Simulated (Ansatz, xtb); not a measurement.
# Relaxing a trial structure of BGeH7OSi

The starting geometry of this gas-phase singlet was built from a drawn formula by distance geometry and a force field; its bonds are those of `[OH2+][SiH-][BH][GeH3]`.

```yaml
atoms:
  - { symbol: B, position_ang: [-1.4704, 0.7293, -0.4483] }
  - { symbol: Ge, position_ang: [-0.0521, 1.3594, 0.8370] }
  - { symbol: O, position_ang: [-1.5229, -2.1923, 0.2053] }
  - { symbol: Si, position_ang: [-2.5475, -0.8699, -0.0433] }
  - { symbol: H, position_ang: [-0.9067, -1.9494, 0.8701] }
  - { symbol: H, position_ang: [-0.9421, -2.2530, -0.6339] }
  - { symbol: H, position_ang: [-3.2927, -0.6217, 1.2168] }
  - { symbol: H, position_ang: [-1.6424, 1.2701, -1.4832] }
  - { symbol: H, position_ang: [0.9694, 0.2861, 1.0388] }
  - { symbol: H, position_ang: [-0.7610, 1.7141, 2.2066] }
  - { symbol: H, position_ang: [0.6391, 2.6364, 0.2260] }
```

Question: Predict what it relaxes into with r2SCAN-D4/def2-SVP.

Answer: It keeps its links, though one stretches towards breaking, and is `[OH2+][SiH-][BH][GeH3]`. Distances that change by over a tenth: O3–Si4 (1.69 → 1.97 Å).

The energy falls by 2.44 eV over 24 steps:

```csv
step,E − E(last) (eV)
1,2.438
4,0.541
6,0.299
9,0.139
11,0.078
14,0.016
16,0.005
19,0.001
21,0.000
24,0.000
```

Final geometry (Å):

```xyz
11

B    -1.9344    0.9809   -0.0653
Ge   -0.0773    1.2491    0.7492
O    -1.1861   -1.8681    0.4721
Si   -2.4134   -0.7728   -0.6086
H    -0.5381   -1.2456    0.9106
H    -0.6563   -2.4705   -0.0720
H    -3.6691   -1.4177   -0.1074
H    -2.5512    1.9524   -0.4361
H     0.4323   -0.1219    1.3628
H    -0.0329    2.1957    1.9627
H     1.0972    1.6278   -0.1759
```

From the same start GFN2-xTB reaches the same bonding as this run.

No frequencies were run, so the end isn't proven a minimum. Run with Ansatz 0.2.0, 39 s on 2 threads of Intel(R) Xeon(R) 6975P-C (Granite Rapids) (shared host).
